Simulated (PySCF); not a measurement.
Krypton: a sound run and one with changed settings

Sound run: Kr+ [Ar] 3d10 4s2 4p5, Kr(2+) [Ar] 3d10 4s2 4p4. Calculation: PySCF 2.14, in x2c-SVPall; the spin-free X2C one-electron Hamiltonian (Gaussian nucleus). In the sound run the correlated levels freeze [Ar] 3d10. The sound run starts from symmetry-adapted Hartree-Fock orbitals and uses a fine grid where one is needed.

A second run was set up differently.

```
species   method  sound run (hartree)  changed run (hartree)  converged
    Kr+      UHF          -2787.20387            -2787.20387        yes
    Kr+    B3LYP          -2789.05101            -2789.05101        yes
    Kr+     PBE0          -2788.71449            -2788.71449        yes
    Kr+      MP2          -2787.30440            -2787.24660        yes
    Kr+  CCSD(T)          -2787.32022            -2787.32022        yes
 Kr(2+)      UHF          -2786.34367            -2786.34367        yes
 Kr(2+)    B3LYP          -2788.14700            -2788.14700        yes
 Kr(2+)     PBE0          -2787.81464            -2787.81464        yes
 Kr(2+)      MP2          -2786.42276            -2786.37733        yes
 Kr(2+)  CCSD(T)          -2786.43989            -2786.43989        yes
```

Ionisation energy of Kr+:

```json
{"method": "UHF", "sound run (eV)": "23.407", "changed run (eV)": "23.407"}
{"method": "B3LYP", "sound run (eV)": "24.599", "changed run (eV)": "24.599"}
{"method": "PBE0", "sound run (eV)": "24.486", "changed run (eV)": "24.486"}
{"method": "MP2", "sound run (eV)": "23.991", "changed run (eV)": "23.654"}
{"method": "SCS-MP2", "sound run (eV)": "23.967", "changed run (eV)": "23.647"}
{"method": "CCSD", "sound run (eV)": "23.949", "changed run (eV)": "23.949"}
{"method": "CCSD(T)", "sound run (eV)": "23.955", "changed run (eV)": "23.955"}
```

(1) What was changed?
A. basis contracted for another Hamiltonian
B. level shift left on
C. radial grid too coarse
D. minimal basis

Results:

(1) B. It used initial guess minao, at most 50 SCF cycles, level shift 2.0 hartree. A level shift leaves the converged SCF energy unchanged but raises the virtual orbital energies, which shrinks MP2 if it is not removed.
